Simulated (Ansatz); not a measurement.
Mulliken charges of CH4BOS (`CO[B]S`) radical from ωB97M-V/def2-TZVPP in Ansatz (PBE0-D4/def2-TZVP geometry).

| atom | x (Å) | y (Å) | z (Å) | charge (e) |
| --- | --- | --- | --- | --- |
| C1 | -0.786 | 0.459 | 1.107 | -0.127 |
| O2 | 0.149 | -0.363 | 0.427 | -0.197 |
| B3 | 0.473 | -0.196 | -0.851 | -0.015 |
| S4 | 1.661 | -1.256 | -1.686 | -0.140 |
| H5 | -0.285 | 0.924 | 1.957 | 0.126 |
| H6 | -1.601 | -0.169 | 1.471 | 0.126 |
| H7 | -1.184 | 1.232 | 0.446 | 0.101 |
| H8 | 1.573 | -0.631 | -2.869 | 0.125 |

Task: By hand: the dipole of these point charges (1 e Å = 4.8032 D).

Result: Σ q r = (-0.330, 0.333, 0.142) e Å, of length 0.490 e Å = 2.35 D.

Task: How does the dipole of the full density compare? (Best estimate.)

Result: Ansatz gave: (-0.249, 0.240, 0.136) e Å, 1.78 D; the point charges give 1.32 times that, at 5° from its direction.

Point charges leave out the atoms' own dipoles, such as those of lone pairs, and Mulliken's split depends on the basis, so the two needn't agree.
